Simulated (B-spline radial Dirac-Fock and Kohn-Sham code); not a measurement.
**X-ray scattering factor of Ho⁶³⁺**

System: the Ho⁶³⁺ ion in the configuration 1s2 2s2.

Input of the calculation (task.json; shells as n, l, electrons):

```json
{"items": [{
  "Z": 67,
  "q": 63,
  "cfg": [[1, 0, 2], [2, 0, 2]],
  "A": 165,
  "rrms": 5.2022,
  "do": ["scatter"],
  "s": [0.0, 0.05, 0.1, 0.15, 0.2, 0.25, 0.3, 0.35, 0.4, 0.45, 0.5, 0.6, 0.7, 0.8, 0.9, 1.0, 1.1, 1.2, 1.4, 1.6, 1.8, 2.0, 2.5, 3.0, 3.5, 4.0, 5.0, 6.0],
  "pz": [0, 0.1, 0.2, 0.3, 0.4, 0.5, 0.6, 0.8, 1.0, 1.2, 1.4, 1.6, 1.8, 2.0, 2.5, 3.0, 4.0, 5.0, 7.0, 10.0, 15.0, 20.0, 30.0, 40.0, 60.0, 100.0],
  "hv_scatter": [1000, 8047.8, 20000, 30000, 100000, 200000, 500000, 1000000]
}]}
```

Command: `python xray_run.py task.json out`

The computed values come from an atomic code on a B-spline grid: Dirac-Fock densities. f₀ is the Fourier transform of the spherical electron density, S the Waller-Hartree incoherent function, and s = sin θ/λ.

| s (Å⁻¹) | f₀ | S |
| --- | --- | --- |
| 0 | 4.000 | 0.000 |
| 0.05 | 4.000 | 0.001 |
| 0.1 | 3.999 | 0.003 |
| 0.15 | 3.997 | 0.006 |
| 0.2 | 3.995 | 0.010 |
| 0.25 | 3.992 | 0.016 |
| 0.3 | 3.988 | 0.023 |
| 0.35 | 3.984 | 0.032 |
| 0.4 | 3.979 | 0.041 |
| 0.45 | 3.974 | 0.052 |
| 0.5 | 3.968 | 0.064 |
| 0.6 | 3.954 | 0.092 |
| 0.7 | 3.937 | 0.124 |
| 0.8 | 3.918 | 0.161 |
| 0.9 | 3.897 | 0.201 |
| 1 | 3.874 | 0.246 |
| 1.1 | 3.848 | 0.294 |
| 1.2 | 3.820 | 0.345 |
| 1.4 | 3.759 | 0.457 |
| 1.6 | 3.690 | 0.577 |
| 1.8 | 3.615 | 0.704 |
| 2 | 3.535 | 0.835 |
| 2.5 | 3.316 | 1.164 |
| 3 | 3.083 | 1.471 |
| 3.5 | 2.849 | 1.736 |
| 4 | 2.624 | 1.953 |
| 5 | 2.230 | 2.254 |
| 6 | 1.929 | 2.442 |

f₀ starts at the number of electrons, 4, and has fallen to half at s ≈ 5.77 Å⁻¹. The sum of ⟨r²⟩ over the electrons is 0.01766 bohr².
